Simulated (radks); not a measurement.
Re II, configuration [Xe] 4f14 5d(up 4, down 1) 6s(up 0.5, down 0.5) (fractional occupations, a model configuration). All-electron calculation, scalar-relativistic Kohn-Sham, PBEsol, spin-polarised, spherical densities, point nucleus. Program: a radial shooting solver on a logarithmic mesh with Libxc functionals.

Local quantities along the radius. ELF = 1/(1 + alpha^2) is the electron localisation function; alpha = (tau - tau_W)/tau_unif compares the Pauli kinetic energy density with that of the uniform gas (summed over spins). tau is taken from the large components.

```
   r/bohr * ELF (the largest magnitude, 0.999, reaches the edge; | marks zero)
 0.001941 |                                                      *
  0.00226 |                                                      *
 0.002631 |                                                      *
 0.003062 |                                                      *
 0.003537 |                                                      *
 0.004117 |                                                      *
 0.004793 |                                                      *
  0.00558 |                                                      *
 0.006496 |                                                      *
 0.007562 |                                                     *
 0.008804 |                                                     *
  0.01025 |                                                    *
  0.01193 |                                                  *
  0.01389 |                                             *
  0.01617 |                                      *
  0.01882 |                            *
  0.02192 |                     *
  0.02551 |                 *
   0.0297 |                   *
  0.03458 |                         *
  0.04025 |                                *
  0.04686 |                                      *
  0.05455 |                                        *
  0.06351 |                                      *
  0.07393 |                               *
  0.08539 |                      *
   0.0994 |                  *
   0.1157 |                      *
   0.1347 |                               *
   0.1568 |                                      *
   0.1826 |                                      *
   0.2126 |                              *
   0.2474 |                 *
   0.2881 |              *
   0.3354 |                        *
   0.3904 |                                   *
   0.4545 |                                      *
   0.5291 |                                   *
    0.616 |                           *
   0.7171 |                   *
   0.8348 |                  *
   0.9718 |                        *
    1.131 |                               *
    1.317 |                                *
    1.533 |                            *
    1.785 |                     *
    2.061 |                *
      2.4 |              *
    2.794 |             *
    3.252 |           *
    3.786 |        *
    4.408 |    *
    5.132 | *
    5.974 |*
    6.955 *
    8.096 *
```

On this mesh the ELF has minima near r = 0.026, 0.099, 0.29, 0.83 bohr, which separate the shells, and maxima near 0.055 (0.74), 0.18 (0.71), 0.45 (0.71), 1.3 (0.60).
